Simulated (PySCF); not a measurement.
SeFCl, SMILES F[Se]Cl. The structure is a stationary point at r2SCAN-D4/def2-TZVP.

PySCF with TDDFT-CAM-B3LYP/def2-SVPD puts the lowest singlet excitations at 2.85, 3.26, 6.00, 6.38, 6.59, 6.75 eV.

**Question.** What are the lowest excitation roots from ADC(2)/aug-cc-pVDZ (PySCF)? (An estimate is asked for; the answer gives what the named calculation found.)

**Answer.** 3.09, 3.61, 6.29, 6.66, 6.73, 6.86 eV. S1 differs by 0.24 eV (second minus first; roots are paired by order, and the bases may differ).
